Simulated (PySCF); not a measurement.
Geometry:
| atom | x (Å) | y (Å) | z (Å) |
| --- | --- | --- | --- |
| C1 | -2.956 | 0.455 | 0.677 |
| C2 | -2.013 | -0.490 | 0.643 |
| P3 | -1.073 | -0.839 | -0.897 |
| O4 | -1.517 | 0.161 | -1.937 |
| O5 | -1.027 | -2.336 | -1.071 |
| C6 | 0.632 | -0.340 | -0.385 |
| C7 | 1.246 | 0.885 | -0.490 |
| C8 | 2.589 | 0.889 | -0.018 |
| C9 | 2.983 | -0.346 | 0.441 |
| S10 | 1.718 | -1.501 | 0.283 |
| H11 | -3.578 | 0.646 | 1.561 |
| H12 | -3.121 | 1.060 | -0.222 |
| H13 | -1.817 | -1.126 | 1.516 |
| H14 | 0.718 | 1.740 | -0.917 |
| H15 | 3.244 | 1.764 | -0.024 |
| H16 | 3.957 | -0.628 | 0.843 |

Total charge -1.

Geometry: PBE0-D3(BJ)/def2-SVP; GIAO shifts from PySCF, gas phase, non-relativistic, averaged over equivalent atoms.

At wB97X-D/pcSseg-1 (214 basis functions, 46 s wall time on 1 thread of an Arm Neoverse V2, shared host):
| atoms | δ (ppm) |
| --- | --- |
| C6 | 172.6 |
| C2 | 160.6 |
| C7 | 134.1 |
| C9 | 133.0 |
| C8 | 130.1 |
| C1 | 126.5 |
| P3 | -23.8 |
| O5 | 166.1 |
| O4 | 144.1 |
| S10 | 243.3 |
| H14 | 7.18 |
| H16 | 6.63 |
| H15 | 6.60 |
| H13 | 6.29 |
| H12 | 6.19 |
| H11 | 5.24 |

References, each an isolated molecule treated in the same way: ¹³C (σ = 184.54 ppm), ¹H (σ = 31.38 ppm) against TMS; ³¹P (σ = 307.18 ppm) vs H3PO4; H2O for ¹⁷O (σ = 333.19 ppm); ³³S (σ = 493.71 ppm) against CS2.

Estimate the result of repeating the calculation with PBE0/pcSseg-1.

Answers


```json
{"atoms": "C6", "δ at PBE0/pcSseg-1": "169.9", "change": "-2.7"}
{"atoms": "C2", "δ at PBE0/pcSseg-1": "159.9", "change": "-0.7"}
{"atoms": "C7", "δ at PBE0/pcSseg-1": "133.3", "change": "-0.8"}
{"atoms": "C9", "δ at PBE0/pcSseg-1": "130.6", "change": "-2.4"}
{"atoms": "C8", "δ at PBE0/pcSseg-1": "128.6", "change": "-1.5"}
{"atoms": "C1", "δ at PBE0/pcSseg-1": "125.2", "change": "-1.3"}
{"atoms": "P3", "δ at PBE0/pcSseg-1": "-23.4", "change": "+0.4"}
{"atoms": "O5", "δ at PBE0/pcSseg-1": "173.4", "change": "+7.3"}
{"atoms": "O4", "δ at PBE0/pcSseg-1": "149.6", "change": "+5.5"}
{"atoms": "S10", "δ at PBE0/pcSseg-1": "240.1", "change": "-3.2"}
{"atoms": "H14", "δ at PBE0/pcSseg-1": "7.19", "change": "+0.01"}
{"atoms": "H16", "δ at PBE0/pcSseg-1": "6.61", "change": "-0.02"}
{"atoms": "H15", "δ at PBE0/pcSseg-1": "6.62", "change": "+0.02"}
{"atoms": "H13", "δ at PBE0/pcSseg-1": "6.36", "change": "+0.07"}
{"atoms": "H12", "δ at PBE0/pcSseg-1": "6.16", "change": "-0.03"}
{"atoms": "H11", "δ at PBE0/pcSseg-1": "5.25", "change": "+0.01"}
```

Referencing at the same level of theory: TMS for ¹³C (σ = 184.41 ppm) and ¹H (σ = 31.27 ppm); ³¹P (σ = 310.13 ppm) vs H3PO4; ¹⁷O (σ = 334.56 ppm) vs H2O; ³³S (σ = 495.66 ppm) against CS2.

The largest change is at O5 (oxygen bonded to P). Cost: 214 basis functions, 49 s wall time on 1 thread of an Arm Neoverse V2, shared host. The order of the carbon signals is the same at both levels.

Experimental scales use liquid or dissolved standards, which lie at an offset from isolated H2O (liquid H2O: subtract about 36 ppm) and H3PO4.
